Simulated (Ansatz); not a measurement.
InN2H5 (SMILES [NH2][InH][NH2]): the vertical energy of the triplet above the singlet from total energies

InN2H5 has 8 atoms, charge 0, and is taken as a singlet. As SMILES, `[NH2][InH][NH2]`. Geometry: relaxed at PBE0-D4/def2-TZVP.

Both states at this one shape; open shells run unrestricted unless said. 1 Eh = 27.2114 eV.

```
                                                     level  program  singlet InN2H5 (Eh)  triplet InN2H5 (Eh)
                           BHLYP/def2-SVP (core potential)   Ansatz          -302.393089          -302.217137
                            PBE0/def2-SVP (core potential)   Ansatz          -302.413841          -302.249426
PBE-QIDH/def2-SVP (core potential), 6 core orbitals frozen   Ansatz          -302.093585          -301.910296
    CCSD/def2-SVP (core potential), 6 core orbitals frozen   Ansatz          -301.391110          -301.210450
```

Q: Work out the vertical gap, second state less first, at each level.

A: 
1. BHLYP/def2-SVP (core potential): -302.217137 − (-302.393089) = 0.175952 Eh = 4.79 eV.
2. PBE0/def2-SVP (core potential): -302.249426 − (-302.413841) = 0.164415 Eh = 4.47 eV.
3. PBE-QIDH/def2-SVP (core potential): -301.910296 − (-302.093585) = 0.183289 Eh = 4.99 eV.
4. CCSD/def2-SVP (core potential): -301.210450 − (-301.391110) = 0.180660 Eh = 4.92 eV.

No measured value is set beside it here; the levels span 4.47 to 4.99 eV. Spin-orbit coupling is left out.
